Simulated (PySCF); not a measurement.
Compound: C2H6GaN.
Numbering: `[CH:1]#[C:2][GaH2-:3][NH3+:4]` (hydrogens: H5 on C1; H6, H7 on Ga3; H8, H9, H10 on N4)

Cartesian coordinates in Å at the PBE0-D3(BJ)/def2-SVP level; atoms count from 1:
```xyz
10
C2H6GaN angstrom
C      2.5437   -0.5000    0.1928
C      1.5075    0.1459    0.2219
Ga    -0.1872    1.1157    0.2404
N     -1.3686   -0.5779   -0.3086
H      3.4629   -1.0585    0.1738
H     -0.7946    1.4332    1.6584
H     -0.4609    2.0600   -0.9897
H     -2.3662   -0.3810   -0.3832
H     -1.0460   -0.9395   -1.2063
H     -1.2401   -1.3182    0.3813
```

Computed with PBE0-D3(BJ)/def2-SVP geometry optimisation, gas phase (PySCF).

Masses are those of the commonest isotopes; rigid-rotor values at the optimised geometry. 

(1) What are A, B and C (MHz)?

(2) Classify the top.

(3) Is it planar, by Δ = Ic − Ia − Ib?

(4) Give the other two planar moments, Paa and Pbb, and the rms extents of the mass along the axes.

(5) Which types of transition are allowed, and where do some lines up to J = 5 fall?

(6) Estimate the classical rotational partition function at 10 K, 50 K and 500 K.

## Answers

(1) Ia = 68.86, Ib = 166.05, Ic = 224.61 u·Å²; 505379 MHz·u·Å²/I gives A = 7339, B = 3044, C = 2250 MHz.

(2) An asymmetric top: κ = (2 × 3044 − 7339 − 2250)/(7339 − 2250) = -0.69.

(3) Not planar: Δ = Ic − Ia − Ib = -10.30 u·Å². For a rigid frame Δ = −2 Σ m c², so Σ m c² = 5.15 u·Å² lies off the ab plane, practically all of it from hydrogen. The atom farthest from that plane is 1.37 Å away.

(4) Paa = Σ m a² = (Ib + Ic − Ia)/2 = 160.90 and Pbb = Σ m b² = (Ia + Ic − Ib)/2 = 63.71 u·Å². With the mass M = 112.98 u, the rms extents √(P/M) along a, b and c are 1.19, 0.75, 0.21 Å.

(5) The dipole components are |μa| = 2.26 D, |μb| = 4.82 D, |μc| = 0.00 D; the mirror of this Cs structure is the ab plane, so μc vanishes by symmetry and there are no c-type lines. Intensities carry the squares of the components, which stand as 0.22 : 1.00 (a : b). Some of the stronger lines:

| type | branch | J(Ka,Kc) | MHz | lower level (cm⁻¹) |
| --- | --- | --- | --- | --- |
| b | R | 3(1,2) ← 2(2,1) | 4116 | 1.156 |
| b | R | 2(0,2) ← 1(1,1) | 6191 | 0.320 |
| b | Q | 3(1,2) ← 3(0,3) | 7496 | 1.043 |
| b | Q | 4(1,3) ← 4(0,4) | 9776 | 1.719 |
| b | Q | 2(2,0) ← 2(1,1) | 12988 | 0.726 |
| a | R | 3(1,3) ← 2(1,2) | 14631 | 0.647 |
| a | R | 3(1,2) ← 2(1,1) | 17004 | 0.726 |
| b | Q | 5(2,4) ← 5(1,5) | 20329 | 2.587 |
| a | R | 4(2,2) ← 3(2,1) | 22013 | 1.702 |
| a | R | 5(0,5) ← 4(0,4) | 24817 | 1.719 |
| a | R | 5(2,3) ← 4(2,2) | 27892 | 2.436 |
| b | R | 5(3,3) ← 4(2,2) | 49108 | 2.436 |
| b | R | 4(4,0) ← 3(3,1) | 54042 | 2.470 |
| b | R | 5(4,1) ← 4(3,2) | 59384 | 3.182 |

(6) Point group Cs, symmetry number σ = 1; q = (√π/σ)·√((kT/h)³/(ABC)), k/h = 20836.6 MHz/K: 752 at 10 K, 8410 at 50 K, 266000 at 500 K.

Not checked by PBE0-D3(BJ)/def2-SVP frequencies. Constants of a rigid frame at the computed geometry: no zero-point averaging, no centrifugal distortion. A rigid rotor knows nothing of internal rotation, which can split or shift real lines. Quadrupole hyperfine structure (14N, 69Ga) is left out.
